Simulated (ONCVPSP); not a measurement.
**nickel (Ni) ONCV: all-electron and pseudo phase curves**

nickel, optimised norm-conserving Vanderbilt (ONCV), made with ONCVPSP 4.0.1 (PBE, scalar-relativistic). Core [Ar], reference 3d8 4s2. Waves: 4s: rc 2.45 bohr, ncon 3, nbas 6, qcut 3.4 1/bohr, 3 projectors, debl 3.3 Ha; p scattering state at 0.37 Ha: rc 1.90 bohr, ncon 4, nbas 7, qcut 4.7 1/bohr, 1 projector; 3d: rc 1.05 bohr, ncon 3, nbas 7, qcut 12.4 1/bohr, 2 projectors, debl 4 Ha. Local part: polynomial inside 0.85 bohr (lpopt 5, dvloc0 6 Ha). Core correction: none.

The phase is arctan(r·R′/R) of the radial function R(r), unwrapped; energies in Ha, scanned from -2 to 5 Ha. A pole is an energy at which the radial function vanishes at the test radius. The pseudo phase is shifted by a multiple of π to meet the all-electron one at the reference energy, and phase errors are pseudo minus all-electron; the curves can meet again beyond the range given. Levels narrower than the energy grid can be missing from the lists of poles.

Problem. For each channel, where are the poles, and over which energies does the pseudopotential scatter like the atom?

Solution.

| channel | radius (bohr) | reference energy (Ha) | poles, all-electron | poles, pseudo | unbroken range about the reference energy with phases within 0.05 rad | phase error 1 Ha above the reference energy (rad) |
| --- | --- | --- | --- | --- | --- | --- |
| s | 2.49 | -0.21 | 0.73 | 0.73 | below 3.6 | -0.001 |
| p | 1.92 | 0.37 | 3.04 | 0.87, 3.49 | -0.2 to 0.7 | -3.047 |
| d | 1.06 | -0.33 | 1.58 | 1.58 | the whole range | +0.000 |

Note: no bound ghost flagged; GHOST(+) flagged for p at 24.5 eV, s at 99.3 eV.

Phases in the s channel:

```csv
E (Ha),all-electron,pseudo
-1.98,1.272,1.271
-1.80,1.246,1.246
-1.62,1.214,1.213
-1.44,1.170,1.169
-1.26,1.110,1.109
-1.08,1.021,1.020
-0.90,0.876,0.875
-0.72,0.616,0.615
-0.54,0.127,0.126
-0.36,-0.525,-0.526
-0.18,-0.979,-0.979
0.00,-1.221,-1.221
0.18,-1.359,-1.360
0.36,-1.450,-1.450
0.54,-1.515,-1.516
0.72,-1.567,-1.569
0.90,-1.613,-1.615
1.08,-1.657,-1.659
1.26,-1.702,-1.704
1.44,-1.753,-1.756
1.62,-1.817,-1.821
1.80,-1.906,-1.911
1.98,-2.046,-2.053
2.16,-2.303,-2.314
2.34,-2.827,-2.843
2.52,-3.563,-3.573
2.70,-4.033,-4.035
2.88,-4.261,-4.262
3.06,-4.386,-4.386
3.24,-4.464,-4.464
3.42,-4.517,-4.518
3.60,-4.556,-4.564
3.78,-4.587,-4.583
3.96,-4.612,-4.610
4.14,-4.633,-4.631
4.32,-4.651,-4.649
4.50,-4.667,-4.666
4.68,-4.681,-4.680
4.86,-4.694,-4.694
```
